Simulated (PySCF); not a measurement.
Löwdin shares of the frontier orbitals

C7H15N.
Cartesian coordinates in Å at the PBE0-D3(BJ)/def2-SVP level; atoms count from 1:
```xyz
23
C7H15N angstrom
C      2.9435   -0.4047    0.2187
N      1.8644    0.3524    0.8024
C      0.6143    0.3246    0.0706
C     -0.3142    1.4089    0.6094
C     -1.6735    1.4032   -0.0790
C     -2.3381    0.0343    0.0171
C     -1.4210   -1.0571   -0.5229
C     -0.0639   -1.0419    0.1718
H      3.8698   -0.2300    0.7862
H      2.7383   -1.4852    0.2747
H      3.1470   -0.1663   -0.8493
H      2.1534    1.3199    0.9227
H      0.7762    0.5312   -1.0165
H      0.1678    2.3960    0.4972
H     -0.4370    1.2404    1.6941
H     -2.3219    2.1806    0.3560
H     -1.5440    1.6691   -1.1437
H     -2.5720   -0.1808    1.0754
H     -3.3001    0.0337   -0.5207
H     -1.2773   -0.9053   -1.6082
H     -1.8914   -2.0473   -0.4115
H      0.5852   -1.8233   -0.2542
H     -0.1792   -1.2788    1.2443
```

The calculation used TDDFT B3LYP/def2-SVPD, vertical, gas phase, core orbitals frozen in the response (PySCF 2.14.0, density-fitted response routines).

Kohn–Sham orbitals with the atoms that hold most of them (Löwdin shares over 4%, at most four atoms; ? is withheld):

```
orbital  ε (eV)                             atoms
 HOMO-3   -8.73     C6 16%, C7 13%, C5 11%, C8 9%
 HOMO-2   -8.43    C4 12%, C6 12%, C8 12%, C5 10%
 HOMO-1   -8.18    C3 13%, C4 12%, C8 12%, C7 11%
   HOMO   -6.15                                 ?
   LUMO       ?                                 ?
 LUMO+1    0.80    C1 11%, C6 11%, H18 8%, H21 7%
 LUMO+2    1.00  H20 10%, H15 10%, C4 10%, H12 9%
```

Q: Give the leading atoms of the LUMO.

A: C1 (bonded to N and 3 H) 12%; H14 (bonded to C) 7%; C4 (bonded to 2 C and 2 H) 6%; C5 (bonded to 2 C and 2 H) 6%. By element: carbon 25% or more, hydrogen 7% or more.

Q: Give the leading atoms of the HOMO.

A: N2 (bonded to 2 C and H) 59%; C1 (bonded to N and 3 H) 10%; C3 (bonded to 2 C, N and H) 9%; H11 (bonded to C) 5%. By element: nitrogen 59%, carbon 19% or more, hydrogen 5% or more.

Q: What is the LUMO energy, and the HOMO–LUMO gap?

A: ε(LUMO) = 0.47 eV; the gap is 6.61 eV (0.2430 hartree).

Q: The HOMO–LUMO gap is 6.61 eV. Where does the response calculation put the lowest singlet, and from which orbitals?

A: S1 is at 5.68 eV (f = 0.0053), 0.93 eV below the gap, made of HOMO→LUMO (82%), HOMO→LUMO+1 (15%). Without the coupling terms of the response equations the lowest excitation would equal the gap.

Next come S2 at 6.21 eV (f 0.0020), HOMO→LUMO+1 (67%), HOMO→LUMO (17%), HOMO→LUMO+2 (12%); S3 at 6.31 eV (f 0.032), HOMO→LUMO+2 (76%), HOMO→LUMO+1 (15%); S4 at 6.38 eV (f 0.020), HOMO→LUMO+3 (92%); S5 at 6.99 eV (f 0.0087), HOMO→LUMO+4 (81%), HOMO→LUMO+5 (9%).

One conformer stands for the species.
